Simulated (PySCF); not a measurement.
# Working out the ionisation energy of W

W [Xe] 4f14 5d4 6s2 (5D) → W⁺ [Xe] 4f14 5d4 6s1 (6D). Calculation: PySCF 2.14, in def2-QZVPPD with the def2 core potential (60 electrons) (7s6p4d3f2g, 84 functions); a scalar-relativistic core potential. Frozen: nothing. Energies in hartree (1 hartree = 27.21139 eV):

```
             part   W (lower)  W⁺ (upper)
              UHF  -66.319769  -66.103924
MP2 opposite-spin   -0.252058   -0.201069
    MP2 same-spin   -0.124035   -0.116517
```

Q: What does Hartree-Fock give?

A: (-66.103924) − (-66.319769) = 0.215845 hartree = 5.873 eV.

Q: What do MP2 and SCS-MP2 (6/5 opposite-spin, 1/3 same-spin) give?

A: The opposite-spin parts differ by 1.387 eV and the same-spin parts by 0.205 eV. MP2: 5.873 + (1.387) + (0.205) = 7.465 eV. SCS-MP2: 5.873 + 1.2 × (1.387) + (0.205)/3 = 7.606 eV.

Measured between the centres of the two terms (NIST): 7.825 eV, so MP2 (valence and next inner shell) is off by -0.360 eV.

What remains against the reference includes basis incompleteness and correlation beyond second order.
